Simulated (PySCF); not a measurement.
C₂H₈Si₂, charge -1, doublet, at the geometry of the source list (a state made from the parent by changing its charge; the spin is typed, not shown lowest) (in this run its highest filled SCF level lies above zero, so its values depend strongly on the basis, on diffuse functions most of all); PySCF with CAMB3LYP/6-31G.

Input for PySCF:
```python
from pyscf import gto, scf, dft

mol = gto.Mole()
mol.atom = '''
    C     0.255200    0.360500    1.252100
    Si    1.347300   -0.249000   -0.203200
    C    -0.259600   -0.389800   -1.242300
    Si   -1.342500    0.281200    0.192500
    H     0.505500    1.346900    1.631900
    H     0.250600   -0.304700    2.112200
    H     2.304600    0.741400   -0.698700
    H     2.037500   -1.520200    0.036800
    H    -0.274600    0.210000   -2.147900
    H    -0.504300   -1.405000   -1.545600
    H    -1.959900    1.582100   -0.071400
    H    -2.360000   -0.653400    0.683600
'''
mol.basis = '6-31g'
mol.charge = -1
mol.spin = 1
mol.verbose = 4
mol.build()

mf = dft.UKS(mol)
mf.xc = 'camb3lyp'
mf.kernel()
mf.analyze()
```

Task: Predict the main parts of the log of this PySCF run.

Result: 
```
PySCF version 2.14.0

[INPUT] verbose = 4
[INPUT] num. atoms = 12
[INPUT] num. electrons = 49
[INPUT] charge = -1
[INPUT] spin (= nelec alpha-beta = 2S) = 1
[INPUT] symmetry False subgroup None
[INPUT] Mole.unit = angstrom
[INPUT] Symbol           X                Y                Z      unit          X                Y                Z       unit  Magmom
[...]
nuclear repulsion = 217.245328447327
number of shells = 40
number of NR pGTOs = 168
number of NR cGTOs = 60
basis = 6-31g
ecp = {}

******** <class 'pyscf.dft.uks.UKS'> ********
method = UKS
initial guess = minao
damping factor = 0
level_shift factor = 0
DIIS = <class 'pyscf.scf.diis.CDIIS'>
diis_start_cycle = 1
diis_space = 8
diis_damp = 0
SCF conv_tol = 1e-09
SCF conv_tol_grad = None
SCF max_cycles = 50
direct_scf = True
direct_scf_tol = 1e-13
number electrons alpha = 25  beta = 24
XC library pyscf.dft.libxc version 7.1.2
    S. Lehtola, C. Steigemann, M. J. T. Oliveira, and M. A. L. Marques,  SoftwareX 7, 1–5 (2018)
XC functionals = camb3lyp
    T. Yanai, D. P. Tew, and N. C. Handy,  Chem. Phys. Lett. 393, 51 (2004)
radial grids:
    Treutler-Ahlrichs [JCP 102, 346 (1995); DOI:10.1063/1.469408] (M4) radial grids

becke partition: Becke, JCP 88, 2547 (1988); DOI:10.1063/1.454033
pruning grids: <function nwchem_prune>
grids dens level: 3
symmetrized grids: False
atomic radii adjust function: <function treutler_atomic_radii_adjust>
small_rho_cutoff = 0
Set gradient conv threshold to 3.16228e-05
tot grids = 145064
init E= -660.064641441364

cycle= 1 E= -659.693215240585  delta_E= 0.371  |g|= 0.334  |ddm|= 3.18
cycle= 2 E= -659.691034389167  delta_E= 0.00218  |g|= 0.345  |ddm|= 1.19
cycle= 3 E= -659.758845872884  delta_E= -0.0678  |g|= 0.0108  |ddm|= 0.58
cycle= 4 E= -659.759005454515  delta_E= -0.00016  |g|= 0.00207  |ddm|= 0.0475
cycle= 5 E= -659.759014083957  delta_E= -8.63e-06  |g|= 0.000719  |ddm|= 0.0106
cycle= 6 E= -659.75901548095  delta_E= -1.4e-06  |g|= 0.000221  |ddm|= 0.00467
cycle= 7 E= -659.759015598927  delta_E= -1.18e-07  |g|= 7.04e-05  |ddm|= 0.00125
cycle= 8 E= -659.759015607417  delta_E= -8.49e-09  |g|= 1.92e-05  |ddm|= 0.000332
cycle= 9 E= -659.759015608065  delta_E= -6.48e-10  |g|= 7.24e-06  |ddm|= 8.09e-05
Extra cycle  E= -659.759015608101  delta_E= -3.57e-11  |g|= 6.3e-06  |ddm|= 2.63e-05
converged SCF energy = -659.759015608101  <S^2> = 0.75543529  2S+1 = 2.0054279
**** SCF Summaries ****
Total Energy =                        -659.759015608100526
[...]
spin_pop of  3 Si 4s       -0.00028
spin_pop of  3 Si 2px      -0.00000
spin_pop of  3 Si 2py       0.00000
spin_pop of  3 Si 2pz       0.00001
spin_pop of  3 Si 3px       0.01789
spin_pop of  3 Si 3py       0.03246
spin_pop of  3 Si 3pz       0.30061
spin_pop of  3 Si 4px       0.00177
spin_pop of  3 Si 4py       0.00466
spin_pop of  3 Si 4pz       0.05231
spin_pop of  4 H 1s       -0.00159
spin_pop of  4 H 2s        0.00056
spin_pop of  5 H 1s       -0.00125
spin_pop of  5 H 2s        0.00049
spin_pop of  6 H 1s       -0.01077
spin_pop of  6 H 2s        0.00006
spin_pop of  7 H 1s       -0.01086
spin_pop of  7 H 2s        0.00006
spin_pop of  8 H 1s       -0.00159
spin_pop of  8 H 2s        0.00056
spin_pop of  9 H 1s       -0.00125
spin_pop of  9 H 2s        0.00049
spin_pop of  10 H 1s       -0.01076
spin_pop of  10 H 2s        0.00006
spin_pop of  11 H 1s       -0.01086
spin_pop of  11 H 2s        0.00006
 ** Mulliken Spin Density (per atom)  **
spin density of  0 C =      0.10377
spin density of  1 Si =      0.41958
spin density of  2 C =      0.10376
spin density of  3 Si =      0.41948
spin density of  4 H =     -0.00103
spin density of  5 H =     -0.00076
spin density of  6 H =     -0.01071
spin density of  7 H =     -0.01081
spin density of  8 H =     -0.00102
spin density of  9 H =     -0.00076
spin density of  10 H =     -0.01071
spin density of  11 H =     -0.01080
 ** Mulliken pop alpha/beta on meta-lowdin orthogonal AOs **
 ** Mulliken pop       alpha | beta **
In total            25.00000 | 24.00000
 ** Mulliken atomic charges   ( Nelec_alpha | Nelec_beta ) **
charge of  0C =     -0.71657  (     3.41017      3.30640 )
charge of  1Si =      0.21813  (     7.10073      6.68114 )
charge of  2C =     -0.71656  (     3.41016      3.30640 )
charge of  3Si =      0.21822  (     7.10063      6.68115 )
charge of  4H =      0.09952  (     0.44973      0.45075 )
charge of  5H =      0.09911  (     0.45006      0.45082 )
charge of  6H =     -0.09986  (     0.54457      0.55528 )
charge of  7H =     -0.10036  (     0.54478      0.55558 )
charge of  8H =      0.09950  (     0.44974      0.45076 )
charge of  9H =      0.09910  (     0.45007      0.45083 )
charge of  10H =     -0.09987  (     0.54458      0.55529 )
charge of  11H =     -0.10037  (     0.54478      0.55558 )

WARN: System has nonzero charge -1; the dipole moment is origin-dependent.
Location of origin: [0. 0. 0.]

Dipole moment(X, Y, Z, Debye): -0.01582, -0.10509,  0.03478
```
